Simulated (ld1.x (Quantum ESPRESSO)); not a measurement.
**Bi (Z = 83), TM semilocal: configuration errors across variants**

bismuth, norm-conserving Troullier–Martins (semilocal form), made with ld1.x (Quantum ESPRESSO) 7.5 (PBE, scalar-relativistic). Core [Xe] 4f14 5d10, reference 6s2 6p1.5 (charge +1.5). Waves: 6s (bound): rc 1.80 bohr; 6p (bound): rc 1.90 bohr. Local part: the p channel. Core correction: a·sin(br)/r model core, default radius (core density twice the valence density).

All-electron excitation energies from the reference (eV): (1) 6s2 6p3 -14.567; (2) 6s2 6p2 -6.654; (3) 6s2 6p1 8.593; (4) 6s2 6p2.5 -11.470; (5) 6s1 6p3 4.164; (6) 6s2 6p0 31.936; (7) 6s1 6p4 -4.484.

A semilocal file is local in each channel, so a ghost entry of none says nothing of the separable form that plane-wave codes build from it.

1 further variants failed, have other tests or too few solved ones, and are left out.

A true bound ghost makes a file unfit for plane-wave use even where its test errors are small: the radial tests pick states by their node count and pass the ghost by.

Errors AE − PS in meV (a dash: test not solved or not reliable):

```csv
change,(1),(2),(3),(4),(5),(6),(7),bound ghosts
base,-14,-1.2,-11,-7.7,-12,-116,-5.3,none
wave 6p (bound): rc 1.90 bohr becomes 6p (bound): rc 1.42 bohr,+101,+19,+16,+57,-5.7,-126,+37,p (extra level of the local part)
wave 6p (bound): rc 1.90 bohr becomes 6p (bound): rc 1.60 bohr,+4.4,+1.2,-9.4,+1.5,-12,-131,+1.4,none
wave 6p (bound): rc 1.90 bohr becomes 6p (bound): rc 1.78 bohr,-11,-0.9,-11,-6.3,-9.6,-118,-2.0,none
wave 6p (bound): rc 1.90 bohr becomes 6p (bound): rc 2.00 bohr,-16,-1.4,-12,-8.4,-15,-114,-9.0,none
wave 6p (bound): rc 1.90 bohr becomes 6p (bound): rc 2.12 bohr,-17,-1.5,-12,-9.0,-19,-113,-13,none
wave 6p (bound): rc 1.90 bohr becomes 6p (bound): rc 2.36 bohr,-17,-1.6,-12,-9.2,-21,-112,-16,none
wave 6p (bound): rc 1.90 bohr becomes 6p (bound): rc 2.50 bohr,-17,-1.6,-12,-9.1,-20,-112,-15,none
wave 6p (bound): rc 1.90 bohr becomes 6p (bound): rc 2.86 bohr,-15,-1.6,-12,-8.7,-12,-125,-6.4,none
```

Question: Give the same row for: wave 6p (bound): rc 1.90 bohr becomes 6p (bound): rc 2.70 bohr.

Answer: -17, -1.6, -12, -8.9, -17, -116, -12; bound ghosts: none.
